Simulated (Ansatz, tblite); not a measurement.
Removing an electron: (SiH3)3N (Si3NH9). Charge 0, multiplicity 1. Geometry: PBE0-D4/def2-SVP. Ansatz, gas phase; energy differences of separate SCF runs; the oxidised species was run as a doublet alone.

Cartesian coordinates in Å:
```
N 0.000 -0.002 0.006
Si -1.303 -1.082 -0.456
Si 1.668 -0.504 -0.200
Si -0.365 1.585 0.658
H -2.149 -0.494 -1.539
H -0.675 -2.343 -0.957
H -2.190 -1.400 0.704
H 1.968 -1.743 0.580
H 1.993 -0.767 -1.635
H 2.530 0.611 0.299
H -1.854 1.706 0.717
H 0.197 1.757 2.032
H 0.180 2.676 -0.206
```

The xTB rows come from tblite. Correlated methods freeze 16 core orbitals. In CCSD on the charge 1 doublet the largest single amplitude is 0.19, so its Hartree–Fock determinant may place the open shell otherwise than the density functionals do.

| level | −HOMO (eV) | vertical IE (eV) | −LUMO (eV) | HOMO–LUMO gap (eV) |
| --- | --- | --- | --- | --- |
| GFN1-xTB | 11.40 | 13.97 | 5.72 | 5.68 |
| GFN2-xTB | 10.20 | 13.04 | 5.68 | 4.52 |
| HF/def2-TZVP | 10.80 | 8.63 | -2.74 | 13.54 |
| PBE-D4/def2-TZVP | 6.36 | 9.13 | 1.29 | 5.07 |
| r2SCAN-D4/def2-TZVP | 6.66 | 9.25 | 0.95 | 5.70 |
| PBE0-D4/def2-TZVP | 7.64 | 9.42 | 0.44 | 7.20 |
| MP2/def2-TZVP | – | 10.06 | – | – |
| CCSD/def2-TZVP | – | 9.62 | – | – |
| CCSD(T)/def2-TZVP | – | 9.67 | – | – |

Relaxing the oxidised species (PBE0-D4/def2-SVP) changes its energy by -0.35 eV at PBE0-D4/def2-TZVP, so the adiabatic ionisation energy to this nearest minimum is 9.07 eV. At PBE-D4/def2-TZVP it is 8.88 eV.    Raw xTB energy differences between charge states are shifted by several eV; the methods need an empirical correction for them.
